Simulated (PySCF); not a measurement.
Output of ΔSCF core-hole calculations on n-propyl bromide (`CCCBr`).

Method: delta-SCF UKS SCAN, pcX-2 on the ionised atom, pcseg-1 elsewhere, spin-free X2C (PySCF 2.14.0). The program numbers atoms from 0. The cycles run on a coarse integration grid; for E(ground) and E(ion) the exchange–correlation energy is redone on a finer one, so they differ from the last cycle, and only they enter the binding energy.

Coordinates (Å, PBE0-D3(BJ)/def2-SVP):
```
C     -1.352135    -0.046394    -0.068496
C      0.078633    -0.564643    -0.109134
C      1.078678     0.532249     0.187429
Br     2.913172    -0.113098     0.143160
H     -1.515474     0.749706    -0.812112
H     -1.604855     0.365760     0.921329
H     -2.067736    -0.853550    -0.284039
H      0.300501    -0.996944    -1.098300
H      0.210689    -1.379766     0.620723
H      1.026681     1.345305    -0.549740
H      0.933490     0.960258     1.188871
```

```
ground state, core basis on atom 0 (C), 135 functions
  cycle   1  E = -2717.10837052  |g| = 3.83e-01
  cycle   2  E = -2717.08606667  |g| = 4.83e-01
  cycle   3  E = -2717.14734265  |g| = 5.74e-02
  cycle   4  E = -2717.14812995  |g| = 2.67e-02
  cycle   5  E = -2717.14830901  |g| = 1.14e-02
  cycle   6  E = -2717.14833909  |g| = 1.66e-03
  cycle   7  E = -2717.14834221  |g| = 3.19e-04
  E(ground) = -2717.29838099 Eh
hole in C 1s of atom 0
  cycle   1  E = -2705.90071284  |g| = 1.50e+00
  cycle   2  E = -2705.10385669  |g| = 1.87e+00
  cycle   3  E = -2706.40184076  |g| = 3.41e-01
  cycle   4  E = -2706.44310529  |g| = 1.61e-01
  cycle   5  E = -2706.45513657  |g| = 7.44e-02
  cycle   6  E = -2706.45787923  |g| = 1.76e-02
  cycle   7  E = -2706.45803162  |g| = 5.75e-03
  cycle   8  E = -2706.45805022  |g| = 2.48e-03
  cycle   9  E = -2706.45805317  |g| = 9.65e-04
  cycle  10  E = -2706.45805580  |g| = 2.34e-04
  E(ion) = -2706.60624678 Eh   <S^2> = 0.7679   hole on atom = 1.000
```

Task: What is the C 1s binding energy of atom 0?

Result: (-2706.606247 − (-2717.298381)) Eh × 27.2114 eV/Eh = 290.95 eV, for the methyl carbon.

Geometry: PBE0-D3(BJ)/def2-SVP, one conformer, isolated molecule.

Shape of the structure used: `[CH3:1][CH2:2][CH2:3][Br:4]`: C1–C2–C3–Br4 180°.
Labels such as C1 count atoms from 1, the log's own numbers from 0.
